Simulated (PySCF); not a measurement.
**Ionisation energy of K⁺ by level of theory**

K⁺ [Ar] (1S) → K²⁺ [Ne] 3s2 3p5 (2P), as a difference of total energies. All numbers are calculated (PySCF 2.14, scalar relativity by spin-free X2C-1e, in aug-cc-pVDZ-X2C (6s5p3d, 36 functions)). Correlated levels: valence: [Ne] 3s2 frozen. The calculations carry no spin-orbit coupling.

```tsv
method	ionisation energy (eV)
UHF	31.530
TPSS	32.736
r2SCAN	32.823
MP2 (valence)	31.598
SCS-MP2 (valence)	31.592
CCSD (valence)	31.600
CCSD(T) (valence)	31.600
```

Question: How much does correlation contribute at CCSD(T) (valence)?

Answer: 31.600 − (31.530) = 0.070 eV, measured against UHF.

The reference lies between the lowest fine-structure levels, while these numbers refer to the centres of the terms.

Errors of the correlated levels include the incompleteness of this basis and the frozen core.

For comparison: 31.625 eV (measured; NIST Atomic Spectra Database, ionization energies).
